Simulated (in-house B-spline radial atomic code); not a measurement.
Configurations of Ta VI (Ta5+), with energies counted from [Xe] 4f14. Level of theory: Dirac-Hartree-Fock, average of configuration, Fermi nucleus of rms radius 5.3507 fm; calculated with a B-spline radial code for spherical atoms. Energies include first-order Breit, QED and recoil terms.

Occupations are held fixed; configurations that lie above the ionisation limit could autoionise.

| configuration | E - E(ref) (eV) | highest orbital | its <r> (bohr) |
| --- | --- | --- | --- |
| [Xe] 4f13 6s1 | 38.5 | 6s1/2 | 2.389 |
| [Kr] 4d10 4f14 5s2 5p5 6d1 | 71.553 | 6d5/2 | 3.573 |
| [Xe] 4f13 8s1 | 72.675 | 8s1/2 | 6.531 |
| [Xe] 4f13 8d1 | 77.953 | 8d5/2 | 8.595 |
| [Kr] 4d10 4f14 5s2 5p5 7d1 | 83.06 | 7d5/2 | 5.865 |
| [Xe] 4f13 8g1 | 83.872 | 8g7/2 | 14.21 |
| [Kr] 4d10 4f14 5s2 5p5 6g1 | 88.968 | 6g7/2 | 7.256 |
| [Kr] 4d10 4f14 5s2 5p5 7f1 | 88.971 | 7f7/2 | 7.961 |
| [Kr] 4d10 4f14 5s2 5p5 8d1 | 89.11 | 8d5/2 | 8.646 |
| [Kr] 4d10 4f14 5s2 5p5 9d1 | 92.717 | 9d5/2 | 11.92 |
| [Kr] 4d10 4f14 5s2 5p5 8g1 | 94.949 | 8g7/2 | 14.21 |
| [Kr] 4d9 4f14 5s2 5p6 7g1 | 294.36 | 7g7/2 | 10.48 |

Q: Order these further configurations by energy, lowest first.
A. [Kr] 4d9 4f14 5s2 5p6 9g1
B. [Xe] 4f13 9d1
C. [Kr] 4d10 4f14 5s2 5p5 5d1
D. [Kr] 4d9 4f14 5s2 5p6 7s1
E. [Kr] 4d10 4f14 5s2 5p5 8f1

A: C (41.545 eV), B (81.592 eV), E (92.609 eV), D (274.92 eV), A (298.34 eV).

Q: How far above the reference does [Xe] 4f13 7s1 lie?

A: 62.098 eV; its least bound orbital is 7s1/2 with <r> = 4.22 bohr.

Q: How far above the reference does [Kr] 4d9 4f14 5s2 5p6 5g1 lie?

A: 284.75 eV; its least bound orbital is 5g7/2 with <r> = 4.535 bohr.

Q: How far above the reference does [Xe] 4f13 9s1 lie?

A: 78.403 eV; its least bound orbital is 9s1/2 with <r> = 9.34 bohr.

Q: One of these lies 279 eV from the reference. Which?
A. [Kr] 4d10 4f14 5s2 5p5 9g1
B. [Kr] 4d9 4f14 5s2 5p6 6p1
C. [Kr] 4d9 4f14 5s2 5p6 7p1
D. [Xe] 4f13 9g1

A: C.
